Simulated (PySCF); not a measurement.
**How methods differ on the interval between two levels of Lu⁺**

Lu⁺ [Xe] 4f14 6s2 → Lu⁺ [Xe] 4f14 6s1 7s1 [3S1, M_J = 1], as a difference of total energies. Calculation: PySCF 2.14, in x2c-SVPall-2c with one added diffuse shell each of s, p, d type (8s11p10d2f1g, 114 functions); the two-component X2C-1e Hamiltonian. Correlated levels: [Ar] 3d10 frozen; the 6 highest virtual spinors dropped. "Screened" scales the spin-orbit matrix elements by Boettger's factors to mimic the two-electron term; Breit and QED terms are absent.

```csv
method,interval between two levels (cm⁻¹)
GHF (screened spin-orbit),56256
GMP2 (screened spin-orbit),64208
```

Errors of the correlated levels include the incompleteness of this basis and the frozen core.

The promoted electron is Rydberg-like, and one or two diffuse shells describe it only roughly, which tends to raise the upper state.

For comparison: 63774 cm⁻¹ (measured; NIST Handbook of Basic Atomic Spectroscopic Data (Sansonetti and Martin, J. Phys. Chem. Ref. Data 34, 1559 (2005))).
